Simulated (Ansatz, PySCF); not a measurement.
Process, species as SMILES: CN(C)BN(C)C + B (BH3) + 4 N (NH3) -> 2 BN (BNH4) + 4 CN (CH5N) [methanamine]
Structures are relaxed separately at B3LYP-D3(BJ)/def2-TZVP in Ansatz (an electronic-structure program), one conformer each, not searched for the lowest. Frequencies are from Ansatz or PySCF.
Geometry of the first species:
```xyz
20

C     -1.6037    -0.0801     1.2358
N     -1.2635     0.1051    -0.1607
C     -2.4122     0.4544    -0.9745
B      0.0136    -0.0630    -0.7553
N      1.2681    -0.1265    -0.0958
C      1.5588     0.2884     1.2620
C      2.4441    -0.6023    -0.7990
H     -0.8152    -0.6101     1.7624
H     -2.5162    -0.6813     1.3169
H     -1.7944     0.8685     1.7549
H     -2.1240     0.5077    -2.0221
H     -2.8287     1.4275    -0.6853
H     -3.2120    -0.2890    -0.8685
H      0.0350    -0.1625    -1.9486
H      2.4696     0.8974     1.2749
H      0.7536     0.8960     1.6650
H      1.7280    -0.5606     1.9374
H      2.8471    -1.5128    -0.3380
H      2.1933    -0.8292    -1.8329
H      3.2418     0.1508    -0.7891
```

Quantity: bond separation energy (enthalpy at 298 K, with B3LYP-D3(BJ) rigid-rotor harmonic-oscillator terms), in kcal/mol. Valence correlation only, unless marked. No spin-orbit coupling. No relativistic terms. CBS(X,Y): correlation extrapolated as X^-3; Hartree-Fock from the larger set. The bracket is a focal-point correction in the basis named.

```tsv
level	program	bond separation energy (kcal/mol)
PBE-D4/def2-TZVPD	Ansatz + dftd4	?
r2SCANh-D4/def2-TZVPD	Ansatz + dftd4	-4.1
wB97M-V/def2-TZVPD	Ansatz	?
SCS-MP2/aug-cc-pVDZ	Ansatz	-1.0
CCSD/cc-pVDZ	Ansatz	-8.1
CCSD(T) with core electrons/cc-pwCVTZ	Ansatz	?
RI-MP2/CBS(aug-cc-pVTZ,aug-cc-pVQZ)+[CCSD(T)-MP2]/aug-cc-pVTZ	Ansatz	-2.4
```

Q: Some entries are withheld; supply them.

A: 
- PBE-D4/def2-TZVPD, bond separation energy (kcal/mol): -4.8
- wB97M-V/def2-TZVPD, bond separation energy (kcal/mol): -4.3
- CCSD(T) with core electrons/cc-pwCVTZ, bond separation energy (kcal/mol): -2.9
